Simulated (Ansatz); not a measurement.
`NC1(N)O[SiH2]1`, charge 0, multiplicity 1.

(1) Give a relaxed structure at PBE0-D4/def2-TZVP (Ansatz 0.2.0). (Estimate.)

Results:

(1) The calculation gave: 
Cartesian coordinates in Å:
```
N 1.447 0.328 -0.268
C 0.140 -0.028 0.133
N 0.040 -0.467 1.486
O -0.923 0.971 -0.106
Si -1.235 -0.393 -1.014
H 1.510 0.541 -1.254
H 1.785 1.125 0.266
H -0.116 0.325 2.099
H 0.879 -0.959 1.762
H -1.141 -0.211 -2.485
H -2.387 -1.232 -0.619
```
This is one stationary point; other conformers may exist.
